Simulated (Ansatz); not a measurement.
Reaction (ligand exchange at the Si–O bond): `[OH][Al]([SH])[O][SiH3]` + `[OH][Cd][O][SiH3]` → `[SiH3][O][Cd][O][SiH3]` + `[OH][Al]([OH])[SH]`

Computed with Ansatz on PBE0-D4/def2-TZVP structures; ΔE is electronic, products minus reactants. CCSD(T)/CBS adds triple-zeta CCSD(T) − MP2 to the extrapolated MP2 energy (def2 sets, frozen cores). This one scheme is used for every species. Functionals use def2-TZVPP. HSE06 is defined as in plane-wave codes. def2 core potentials past Kr. For Cd outer-core shells are correlated without core-valence functions, which leaves a few kJ/mol of doubt a bond. Each species was taken in one conformer, which may not be the lowest.

```
       level  ΔE (kcal/mol)
   r2SCAN-D4            1.8
     PBE0-D4            1.5
    HSE06-D4            1.5
CAM-B3LYP-D4            1.7
     ωB97X-V            1.1
      B2PLYP            1.5
        BLYP            2.4
   CAM-B3LYP            1.6
```

Task: What does CCSD(T)/CBS give? (Estimate.)

Result: Computed: +1.5 kcal/mol. The listed levels differ from it by 0.3, 0.0, 0.0, 0.2, -0.4, 0.0, 0.9, 0.1 kcal/mol.

Largest T1 diagnostic among the species: 0.016.

At CCSD(T), def2-SVP lies −1.0 kcal/mol from the extrapolated value and def2-TZVPP −0.6 kcal/mol. From BLYP to BHLYP (50 % exact exchange), in def2-TZVPP and without D4, ΔE moves by −0.9 kcal/mol. Leaving LDA and LC-ωPBE aside and taking each functional with its dispersion term where it has one, the values, not all of them listed here, spread over 1.3 kcal/mol, from PBE-QIDH to BLYP-D4.
